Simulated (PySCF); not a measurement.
## Löwdin shares of the frontier orbitals

Compound: Cu(NH3)Cl (singlet state).
Structure used (PBE0-D3(BJ)/def2-SVP), in Å, numbered top down from 1:
```xyz
6
ClCuH3N angstrom
Cu    -0.0063    0.0033   -1.1398
N      0.0020   -0.0010    0.8038
H     -0.4078    0.8491    1.1945
H      0.9478   -0.0709    1.1832
H     -0.5267   -0.7850    1.1900
Cl    -0.0092    0.0045   -3.2316
```

Level of theory: PySCF, TDDFT PBE0/def2-SVPD, vertical, gas phase, core orbitals frozen in the response.

Frontier orbitals with the atoms that hold most of them (Löwdin shares over 4%, at most four atoms):

| orbital | ε (eV) | atoms |
| --- | --- | --- |
| HOMO-3 | -7.69 | Cu1 99% |
| HOMO-2 | -6.79 | Cu1 74%, Cl6 22% |
| HOMO-1 | -6.65 | Cl6 66%, Cu1 33% |
| HOMO | -6.65 | Cl6 66%, Cu1 33% |
| LUMO | -1.06 | Cu1 49%, N2 14%, H3 11%, H5 11% |
| LUMO+1 | 0.49 | Cu1 70%, Cl6 8%, H3 8%, H4 5% |
| LUMO+2 | 0.49 | Cu1 70%, Cl6 8%, H5 7%, H4 7% |

Within 0.005 eV of a neighbour in this list lie HOMO-1/HOMO and LUMO+1/LUMO+2 (point group found: C3v); within a degenerate set the shares of single atoms can hang on how the components are chosen.

(1) The HOMO–LUMO gap is 5.60 eV. Where does the response calculation put the lowest singlet, and from which orbitals?

## Answers

(1) S1 is at 4.39 eV (f = 0.0040), 1.21 eV below the gap, made of HOMO-1/HOMO→LUMO (≥91%). S1/S2 lie within about 0.01 eV of each other. 

For S1 the Löwdin share of copper is 33% in HOMO and 49% in LUMO.

Next come S2 at 4.39 eV (f 0.0040), HOMO-1/HOMO→LUMO (≥91%); S3 at 4.69 eV (f 0.013), HOMO-2→LUMO (98%); S4 at 5.07 eV (f 0.0000), HOMO-3→LUMO (94%); S5 at 5.07 eV (f 0.0000), HOMO-4→LUMO (94%).

Orbitals of the list HOMO-3 to LUMO+2 that lie within 0.01 eV of each other are written together with a slash and their weights summed (≥ marks a lower bound); for degenerate orbitals outside that list single weights are arbitrary.

Löwdin shares depend on the basis, the more so with diffuse functions.

On one thread of an Arm Neoverse V1, shared host, this took 11 s wall (with the writing of density and orbital grids).
